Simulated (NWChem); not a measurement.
Basis-set convergence for FISi

```xyz
3

Si    -1.2034    -1.2357     0.0000
F     -0.1399    -2.4929     0.0000
I      0.3416     0.7497     0.0000
```
Charge 0, spin multiplicity 1.

The numbers come from NWChem runs, not from measurements. Structure: optimised with PBE/def2-SVP with def2 effective core potentials on I, a minimum by its harmonic frequencies.

Quantity: first vertical ionisation energy at the level G0W0@PBE.

Effective core potentials replace the inner electrons of I; spin-orbit coupling is left out. GW and range-separated runs recompute their integrals, the others keep them in memory, which bears on the times. The structure started from a generated list of species.

The cost column gives rough processor time relative to def2-SVP; each entry includes its own SCF.

Q: In def2-QZVP the value is 9.42 eV. Among def2-SVP, def2-SVPD, def2-TZVP, def2-TZVPP, def2-TZVPD, which is the smallest basis within 0.05 eV of it?

A: No smaller set comes that close. def2-QZVP isn't the basis-set limit itself, and a small set can land close by cancellation.

| basis | functions | first vertical ionisation energy (eV) | relative cost |
|---|---|---|---|
| def2-SVP | 58 | 8.83 | 1 |
| def2-SVPD | 82 | 8.89 | under 3 |
| def2-TZVP | 118 | 9.19 | 6 |
| def2-TZVPP | 123 | 9.21 | 5 |
| def2-TZVPD | 142 | 9.18 | 9 |
| def2-QZVP | 209 | 9.42 | 50 |
